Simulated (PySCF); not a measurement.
Isomers of C4H12O2P2. Theory: PBE0-D3(BJ)/def2-SVP geometry optimisation, gas phase in PySCF 2.14.0. One conformer each; no zero-point energy, no entropy. No frequencies were run at this level. Point groups hold within 0.08 Å.

Question: Order them by energy at this level, lowest first, and give relative energies in kcal/mol.
A. `[CH3:1][PH:2][CH2:3][P@:4]([CH3:5])(=[O:6])[CH2:7][OH:8]` with C1–P2–C3–P4 -79°, P2–C3–P4–C5 174°, C3–P4–C7–O8 164°, P4–C7–O8–H -40°
B. `[CH3:1][P@:2](=[O:3])([PH2:4])[CH2:5][CH2:6][CH2:7][OH:8]` with C1–P2–P4–H 76° and 170°, C1–P2–C5–C6 169°, P2–C5–C6–C7 55°, C5–C6–C7–O8 -71°, C6–C7–O8–H 79°

Answer: B (0.0), A (7.5).

```csv
SMILES,E (Eh),E rel (kcal/mol),dipole (D),point group,"A, B, C (MHz)"
C[P@](=O)(P)CCCO,-991.79858,0.0,4.15,C1,"1828, 1073, 963.7"
CPC[P@](C)(=O)CO,-991.78661,7.5,4.09,C1,"2190, 881.2, 824.4"
```

Q: How do the relative energies change in single points at PBE0/pcSseg-1 (no added dispersion term) on the same geometries?

A: 
| SMILES | PBE0-D3(BJ)/def2-SVP (kcal/mol) | PBE0/pcSseg-1 (kcal/mol) | shift |
| --- | --- | --- | --- |
| C[P@](=O)(P)CCCO | 0.0 | 0.0 | 0.0 |
| CPC[P@](C)(=O)CO | 7.5 | 5.2 | -2.3 |

Each column counts from its own lowest isomer. The order is unchanged; the largest shift is 2.3 kcal/mol.
